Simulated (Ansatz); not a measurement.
`CO[CH2][AlH][OH]` + `C=CF` → `[OH][AlH]/[CH]=C/F` + `COC`  (formal exchange of groups at the Al–C bond)

Program: Ansatz. Geometries: PBE0-D4/def2-TZVP. ΔE: electronic, gas phase. CCSD(T)/CBS adds triple-zeta CCSD(T) − MP2 to the extrapolated MP2 energy (def2 sets, frozen cores). Functionals use def2-TZVPP. B3LYP here is the variant with VWN-RPA as its local correlation; programs differ in this. HSE06 is defined as in plane-wave codes. One conformer a species, not always the lowest.

`CO[CH2][AlH][OH]`:

```xyz
12

C    -1.266    1.000    0.353
O    -0.742   -0.099    1.034
C    -0.302   -1.115    0.141
Al    1.411   -0.653   -0.752
O     2.318    0.647   -0.142
H    -1.559    1.746    1.093
H    -2.148    0.725   -0.244
H    -0.525    1.454   -0.328
H    -1.105   -1.383   -0.564
H    -0.146   -2.013    0.753
H     2.039   -1.450   -1.966
H     2.024    1.141    0.623
```

`C=CF`:

```xyz
6

C    -0.589   -0.108   -0.366
C     0.552    0.098    0.259
F     0.637    0.152    1.591
H    -1.515   -0.243    0.177
H    -0.601   -0.142   -1.446
H     1.516    0.242   -0.216
```

`[OH][AlH]/[CH]=C/F`:

Z-matrix (Å, degrees):
```
Al
C 1 1.922
O 1 1.699 2 114.3
H 1 1.582 2 124.8 3 180.0
C 2 1.325 1 118.8 3 -0.2
H 2 1.088 1 124.6 3 179.9
H 3 0.955 1 123.8 2 180.0
F 5 1.339 2 123.2 1 -180.0
H 5 1.086 2 125.9 1 0.0
```

`COC`:

Cartesian coordinates in Å:
```
C -0.406 -0.070 -1.086
O 0.319 0.739 -0.204
C 0.444 0.156 1.062
H 0.081 -1.044 -1.235
H -0.459 0.448 -2.044
H -1.428 -0.249 -0.721
H 0.972 -0.807 1.013
H 1.016 0.841 1.687
H -0.538 -0.014 1.527
```

```tsv
level	ΔE (kJ/mol)	difference from CCSD(T)/CBS
LDA (SPW92)	-42.0	6.7
r2SCAN-D4	-49.8	-1.1
B97M-V	-51.0	-2.3
B3LYP-D4	-47.1	1.6
HSE06-D4	-48.1	0.6
BHLYP-D4	-51.4	-2.7
B2PLYP	-51.4	-2.7
PBE	-45.9	2.8
PBE0	-49.6	-0.9
r2SCANh	-51.1	-2.4
r2SCAN0	-52.2	-3.5
CAM-B3LYP	-49.5	-0.8
RPA@PBE/def2-TZVPP	-49.8	-1.1
HF/def2-SVP	-60.9	-12.2
MP2/def2-QZVPP	-52.9	-4.2
HF/CBS(def2)	-60.3	-11.6
CCSD(T)/CBS	-48.7	0
```

Largest T1 diagnostic among the species: 0.013.

Leaving LDA and LC-ωPBE aside and taking each functional with its dispersion term where it has one, the values, not all of them listed here, spread over 8.7 kJ/mol, from PBE-QIDH to BLYP-D4. LDA lies +3.9 kJ/mol from PBE without D4. From BLYP to BHLYP (50 % exact exchange), in def2-TZVPP and without D4, ΔE moves by −6.3 kJ/mol. In def2-TZVPP, CCSD(T) changes the Hartree–Fock value by +10.5 kJ/mol (the triples alone add +0.9 kJ/mol) and MP2 by +6.8 kJ/mol.
